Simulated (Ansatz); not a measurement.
Ansatz (an electronic-structure program) input (B3LYP/def2-TZVPD):

Ansatz 0.2 input:
```yaml
crystal:
  periodic: [false, false, false]
  atoms:
    - {symbol: C, position_ang: [-0.00000000, -0.00000000, -1.56301822]}
    - {symbol: Br, position_ang: [0.00000000, 0.00000000, 0.26794598]}
basis:
  gaussian:
    orbitals: def2-TZVPD
hamiltonian:
  xc: {name: B3LYP}
magnetization: {spin_polarized: true, initial_magnetization: 1}
output: {forces: true}
```

Output:

```
Functional definition: B3LYP
integrals: 0.02 GiB planned
630 factors; their error is unknown
mean field: 0.35 GiB planned
mean field evaluation 1: about -71076.7832 eV, gradient 2.3e1 eV
mean field evaluation 2: about -71070.5984 eV, gradient 3.8e1 eV
mean field evaluation 4: about -71079.4899 eV, gradient 1.1e0 eV
mean field evaluation 8: about -71079.7529 eV, gradient 7.4e-2 eV
mean field evaluation 16: about -71079.7529 eV, gradient 6.2e-5 eV
mean field -71079.75293974 eV, -2612.1327409485 hartree, gradient 6.2e-5 eV, S^2 0.755168; 0 other end points of the search recorded, 0 dependent functions left out
the calculation of the forces begins
reference -71079.75313338 eV, -2612.1327480646 hartree; 21, 20 occupied and 73, 74 virtual orbitals, 630 factors
Total energy: -71079.75313338 eV, -2612.1327480646 hartree
Atom 0 at    -0.000000    -0.000000    -1.563018 Å, force     0.000000     0.000000     0.010406 eV/Å
Atom 1 at     0.000000     0.000000     0.267946 Å, force    -0.000000    -0.000000    -0.010406 eV/Å
Dipole moment:     0.000000     0.000000     0.304226 e Å
```
